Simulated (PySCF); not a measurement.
C2H6AlCl, SMILES [CH2](C)[AlH][Cl].

Geometry: PBE0-D3(BJ)/def2-SVP. The structure was generated by enumeration; whether it is a known compound was not checked. Other conformers were not sampled.

The numbers are results of PBE0-D3(BJ)/def2-SVP (PySCF 2.14.0), not measurements.

Frequencies are harmonic and unscaled.

Computed normal modes with their intensities:
```json
[
 {"mode": "1", "ν (cm⁻¹)": "23", "IR (km/mol)": "0.4", "Raman (Å⁴/amu)": "0.1", "depolarisation": "0.75", "moving atoms (share of kinetic energy)": "H 38 %, C 31 %, Al 19 %, Cl 12 %"},
 {"mode": "2", "ν (cm⁻¹)": "112", "IR (km/mol)": "3.1", "Raman (Å⁴/amu)": "0.9", "depolarisation": "0.75", "moving atoms (share of kinetic energy)": "Al 34 %, C 27 %, H 20 %, Cl 20 %"},
 {"mode": "3", "ν (cm⁻¹)": "184", "IR (km/mol)": "2.1", "Raman (Å⁴/amu)": "0.2", "depolarisation": "0.75", "moving atoms (share of kinetic energy)": "H 89 %, C 10 %"},
 {"mode": "4", "ν (cm⁻¹)": "243", "IR (km/mol)": "5.3", "Raman (Å⁴/amu)": "3.5", "depolarisation": "0.41", "moving atoms (share of kinetic energy)": "C 54 %, Cl 22 %, H 19 %"},
 {"mode": "5", "ν (cm⁻¹)": "393", "IR (km/mol)": "46.9", "Raman (Å⁴/amu)": "1.5", "depolarisation": "0.75", "moving atoms (share of kinetic energy)": "H 88 %, Al 11 %"},
 {"mode": "6", "ν (cm⁻¹)": "516", "IR (km/mol)": "49.8", "Raman (Å⁴/amu)": "11.6", "depolarisation": "0.17", "moving atoms (share of kinetic energy)": "Al 44 %, Cl 37 %, H 10 %, C 10 %"},
 {"mode": "7", "ν (cm⁻¹)": "619", "IR (km/mol)": "98.5", "Raman (Å⁴/amu)": "2.1", "depolarisation": "0.75", "moving atoms (share of kinetic energy)": "H 73 %, C 19 %, Al 9 %"},
 {"mode": "8", "ν (cm⁻¹)": "629", "IR (km/mol)": "15.2", "Raman (Å⁴/amu)": "12.6", "depolarisation": "0.30", "moving atoms (share of kinetic energy)": "C 38 %, Al 31 %, H 27 %"},
 {"mode": "9", "ν (cm⁻¹)": "678", "IR (km/mol)": "267.8", "Raman (Å⁴/amu)": "6.8", "depolarisation": "0.75", "moving atoms (share of kinetic energy)": "H 77 %, Al 20 %"},
 {"mode": "10", "ν (cm⁻¹)": "922", "IR (km/mol)": "4.8", "Raman (Å⁴/amu)": "0.1", "depolarisation": "0.75", "moving atoms (share of kinetic energy)": "H 92 %"},
 {"mode": "11", "ν (cm⁻¹)": "959", "IR (km/mol)": "15.7", "Raman (Å⁴/amu)": "2.5", "depolarisation": "0.41", "moving atoms (share of kinetic energy)": "H 86 %, C 14 %"},
 {"mode": "12", "ν (cm⁻¹)": "1053", "IR (km/mol)": "24.6", "Raman (Å⁴/amu)": "4.4", "depolarisation": "0.47", "moving atoms (share of kinetic energy)": "C 73 %, H 27 %"},
 {"mode": "13", "ν (cm⁻¹)": "1219", "IR (km/mol)": "4.9", "Raman (Å⁴/amu)": "8.2", "depolarisation": "0.16", "moving atoms (share of kinetic energy)": "H 59 %, C 40 %"},
 {"mode": "14", "ν (cm⁻¹)": "1236", "IR (km/mol)": "2.3", "Raman (Å⁴/amu)": "1.8", "depolarisation": "0.75", "moving atoms (share of kinetic energy)": "H 77 %, C 23 %"},
 {"mode": "15", "ν (cm⁻¹)": "1394", "IR (km/mol)": "7.1", "Raman (Å⁴/amu)": "6.7", "depolarisation": "0.71", "moving atoms (share of kinetic energy)": "H 85 %, C 15 %"},
 {"mode": "16", "ν (cm⁻¹)": "1418", "IR (km/mol)": "3.4", "Raman (Å⁴/amu)": "8.1", "depolarisation": "0.74", "moving atoms (share of kinetic energy)": "H 88 %, C 12 %"},
 {"mode": "17", "ν (cm⁻¹)": "1470", "IR (km/mol)": "3.6", "Raman (Å⁴/amu)": "16.2", "depolarisation": "0.74", "moving atoms (share of kinetic energy)": "H 97 %"},
 {"mode": "18", "ν (cm⁻¹)": "1481", "IR (km/mol)": "7.9", "Raman (Å⁴/amu)": "19.2", "depolarisation": "0.75", "moving atoms (share of kinetic energy)": "H 97 %"},
 {"mode": "19", "ν (cm⁻¹)": "1956", "IR (km/mol)": "179.4", "Raman (Å⁴/amu)": "160.8", "depolarisation": "0.13", "moving atoms (share of kinetic energy)": "H 96 %"},
 {"mode": "20", "ν (cm⁻¹)": "3038", "IR (km/mol)": "18.6", "Raman (Å⁴/amu)": "70.7", "depolarisation": "0.24", "moving atoms (share of kinetic energy)": "H 95 %"},
 {"mode": "21", "ν (cm⁻¹)": "3044", "IR (km/mol)": "28.5", "Raman (Å⁴/amu)": "188.6", "depolarisation": "0.01", "moving atoms (share of kinetic energy)": "H 97 %"},
 {"mode": "22", "ν (cm⁻¹)": "3084", "IR (km/mol)": "3.1", "Raman (Å⁴/amu)": "103.1", "depolarisation": "0.75", "moving atoms (share of kinetic energy)": "H 91 %, C 9 %"},
 {"mode": "23", "ν (cm⁻¹)": "3129", "IR (km/mol)": "19.1", "Raman (Å⁴/amu)": "111.4", "depolarisation": "0.68", "moving atoms (share of kinetic energy)": "H 91 %, C 9 %"},
 {"mode": "24", "ν (cm⁻¹)": "3135", "IR (km/mol)": "20.9", "Raman (Å⁴/amu)": "42.7", "depolarisation": "0.75", "moving atoms (share of kinetic energy)": "H 91 %, C 9 %"}
]
```
